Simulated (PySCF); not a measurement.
Zn(NH2)2 (H₄N₂Zn), SMILES [NH2][Zn][NH2].

Geometry optimised at TPSSh-D3(BJ)/def2-TZVP. Other conformers were not sampled.

Level of theory: TDDFT-CAM-B3LYP/def2-SVPD (PySCF 2.14.0).

Vertical excitations. Gas-phase values at a fixed geometry. State labels are in the subgroup C2.

```
state  symmetry  energy (eV)  λ (nm)      f                                              main pairs
-----  --------  -----------  ------  -----  ------------------------------------------------------
S1            B         5.31     233  0.075                                          HOMO→LUMO 89 %
S2            A         5.39     230  0.062                                        HOMO−1→LUMO 89 %
S3            A         6.20     200  0.000                    HOMO→LUMO+1 72 %, HOMO−1→LUMO+2 24 %
S4            B         6.21     200  0.012                    HOMO→LUMO+2 58 %, HOMO−1→LUMO+1 38 %
S5            B         6.68     186  0.082                    HOMO−1→LUMO+1 56 %, HOMO→LUMO+2 36 %
S6            A         6.69     185  0.009                    HOMO−1→LUMO+2 71 %, HOMO→LUMO+1 24 %
S7            A         7.04     176  0.008                                        HOMO→LUMO+3 82 %
S8            B         7.17     173  0.039                                      HOMO−1→LUMO+3 81 %
S9            B         8.23     151  0.255                                        HOMO−2→LUMO 85 %
S10           B         8.31     149  0.005  HOMO−1→LUMO+5 42 %, HOMO→LUMO+6 29 %, HOMO→LUMO+4 24 %
T1            B         4.76     260      0                                          HOMO→LUMO 88 %
T2            A         4.88     254      0                                        HOMO−1→LUMO 86 %
T3            A         5.85     212      0                    HOMO→LUMO+1 67 %, HOMO−1→LUMO+2 21 %
T4            B         5.87     211      0                    HOMO→LUMO+2 58 %, HOMO−1→LUMO+1 31 %
```
Triplets are in the Tamm–Dancoff approximation, which puts them higher than full response would, so one can lie above its singlet here.
